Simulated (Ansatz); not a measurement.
C2H2Se can be A, `C#C[SeH]`, or B, `C1=C[Se]1`.

Computed with Ansatz on PBE0-D4/def2-TZVP structures; ΔE is electronic, products minus reactants. CBS: MP2 limit from def2 TZ/QZ plus the TZ coupled-cluster correction, frozen cores. DFT in def2-TZVPP. For Se outer-core shells are correlated without core-valence functions, which leaves a few kJ/mol of doubt a bond. Scalar relativity is left out up to krypton. Each species was taken in one conformer, which may not be the lowest.

(1) Which isomer does CCSD(T)/CBS put lower? Give the gap. (An estimate is asked.)

(2) Give E(B) − E(A) in kcal/mol with r2SCAN-D4, MP2/def2-TZVPP, PBE0-D4, LDA (SPW92), BLYP-D4, ωB97M-V, CCSD/def2-TZVPP. (Estimate.)

(3) Does the order hold for the free energy at 298.15 K (harmonic terms from PBE0-D4)? (Best estimate.)

Largest T1 diagnostic: 0.011.

Results:

(1) The calculation gave: A, by 9.3 kcal/mol.

(2) The calculation gave: r2SCAN-D4 8.4, MP2/def2-TZVPP 10.0, PBE0-D4 7.0, LDA (SPW92) 5.7, BLYP-D4 9.5, ωB97M-V 8.8, CCSD/def2-TZVPP 11.5. None reverses the order clearly.

(3) Ansatz gave: Yes: G(B) − G(A) = +11.4 kcal/mol, for one conformer each.

From BLYP to BHLYP (50 % exact exchange), in def2-TZVPP and without D4, E(B) − E(A) moves by +1.2 kcal/mol. At CCSD(T), def2-SVP lies +3.2 kcal/mol from the extrapolated value and def2-TZVPP +1.1 kcal/mol.
